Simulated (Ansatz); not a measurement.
A nudged elastic band was laid between two geometries of Cl3HSi + FH (7 atoms, charge 0, multiplicity 1).

Method: RKS PBE0/def2-SVP (Ansatz).

```yaml
movable_images: 7
climbing_image: yes
spring: 5.0 eV/Å²
optimiser: quadratic models (default)
start_path: through a guess of the saddle point
force_threshold: 0.03 eV/Å
iteration_limit: 60
end_points: relaxed
```

Initial state:

```xyz
7
Properties=species:S:1:pos:R:3
Si -0.429 -0.427 -0.567
H 0.989 -0.629 -0.897
Cl -1.564 -1.878 -1.455
Cl -0.702 -0.605 1.479
Cl -1.099 1.404 -1.159
H 1.120 0.880 1.615
F 1.685 1.256 0.984
```

Final state:

```xyz
7
Properties=species:S:1:pos:R:3
Si -0.917 -0.126 0.408
H 2.387 0.284 -1.306
Cl -0.566 -1.811 -0.663
Cl -2.556 -0.357 1.579
Cl -1.139 1.471 -0.820
H 2.446 0.400 -0.557
F 0.345 0.140 1.360
```

(1) What changes between the two ends?

(2) Give the energies along the band, and the barrier.

(3) What is the geometry of the highest image?

## Answers

(1) Bonds broken: Si1–H2, H6–F7. Bonds formed: Si1–F7, H2–H6. Cl3HSi + FH becomes Cl3FSi + H2.

(2) It converged. The highest image is number 3 of 0 to 8, 139.5 kJ/mol above the first end and 228.6 kJ/mol above the last; the last end lies 89.1 kJ/mol below the first. A structure lower than the last end lies on the path between it and the top, so the climb from that side starts below the end, which may itself be a saddle point or a shallow side well. Neighbouring images differ by up to 1.6 eV, so the band resolves the path poorly. A vibrational analysis at the climbing image gives one clearly imaginary mode, 1071i cm⁻¹: a first-order saddle point. The orbitals stay closed-shell, which can raise the energy where a bond breaks towards radicals; this wasn't checked here.

```
image  path coordinate (Å)  energy (kJ/mol)  Si1–H2 (Å)  H6–F7 (Å)  Si1–F7 (Å)
    0                 0.00              0.0        1.47       0.93        3.12
    1                 0.94             10.3        1.47       0.92        3.00
    2                 1.87             29.4        1.49       0.93        2.67
    3                 2.81            139.5        1.68       1.20        1.88
    4                 3.88            -11.9        2.52       1.85        1.63
    5                 4.96            -83.0        3.43       2.29        1.60
    6                 6.03            -90.1        4.37       2.57        1.61
    7                 7.11            -89.8        4.27       2.56        1.61
    8                 8.19            -89.1        3.74       2.86        1.60
```

(3) 
```xyz
7
Properties=species:S:1:pos:R:3
Si -0.333 -0.046 -0.050
H 1.224 -0.558 -0.397
Cl -0.889 -1.595 -1.324
Cl -1.188 -0.624 1.713
Cl -1.126 1.576 -1.007
H 1.419 0.197 0.207
F 0.893 1.052 0.859
```

The run took 4.5 min on 2 threads of Arm Neoverse V2, with other jobs on the host, peak memory 0.22 GiB.
